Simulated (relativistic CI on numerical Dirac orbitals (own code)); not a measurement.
## Ag²⁺: 3d photoemission

Computed with this model: Dirac-Coulomb-Breit CI, orbitals from a KLI potential per configuration, QED by a radiative potential, valence Slater integrals scaled by 0.8, multiplet model of photoemission in the sudden approximation; configurations [Kr] 4d9 → [Ar] 3d9 4s2 4p6 4d9; 300 K; Lorentzian 0.3 eV and Gaussian 0.5 eV FWHM. Energies are those of the free ion, without screening or charge transfer. The energies are binding energies and can lie tens of eV above those of solids. S is read from ⟨S²⟩ = S(S + 1).

Field parameters in Wybourne normalisation: Td as Oh with Dq negative (B⁴₀ = 21Dq, B⁴₄ = √(5/14) B⁴₀). The field is a parameter set, without covalency.

free ion: ground-state S = 0.50, centroid 402.19 eV. Peaks (eV, height): 398.8 (100), 400.3 (38), 401.0 (49), 402.9 (8), 405.7 (51), 406.6 (78).

Td, 10Dq = -2100 cm⁻¹: ground-state S = 0.50, centroid 402.19 eV. Peaks (eV, height): 398.9 (100), 400.3 (36), 401.1 (49), 403.0 (8), 405.9 (61), 406.6 (72).

Td, 10Dq = -5800 cm⁻¹: ground-state S = 0.50, centroid 402.19 eV. Peaks (eV, height): 398.9 (100), 400.3 (35), 401.3 (44), 403.2 (6), 406.0 (78), 406.7 (58).

Td, 10Dq = -9450 cm⁻¹: ground-state S = 0.50, centroid 402.19 eV. Peaks (eV, height): 398.9 (100), 400.3 (37), 401.6 (36), 406.1 (88).

Td, 10Dq = -13150 cm⁻¹: ground-state S = 0.50, centroid 402.19 eV. Peaks (eV, height): 399.0 (100), 400.3 (39), 401.9 (27), 406.1 (92).

Td, 10Dq = -16850 cm⁻¹: ground-state S = 0.50, centroid 402.19 eV. Peaks (eV, height): 399.0 (100), 400.3 (40), 401.6 (17), 402.4 (22), 406.2 (94).

Strongest unbroadened transitions for Td, 10Dq = -5800 cm⁻¹:

| Energy (eV) | Relative strength |
| --- | --- |
| 398.49 | 88.3 |
| 398.63 | 47.9 |
| 399.01 | 100.0 |
| 399.12 | 17.3 |
| 399.17 | 22.0 |
| 399.23 | 21.0 |
| 401.18 | 19.6 |
| 401.24 | 18.9 |
| 401.33 | 20.7 |
| 401.69 | 39.6 |
| 405.38 | 24.4 |
| 405.79 | 48.3 |
| 406.00 | 55.6 |
| 406.14 | 52.7 |
| 406.63 | 28.4 |
| 406.79 | 30.8 |
| 406.80 | 19.2 |
| 406.96 | 26.4 |
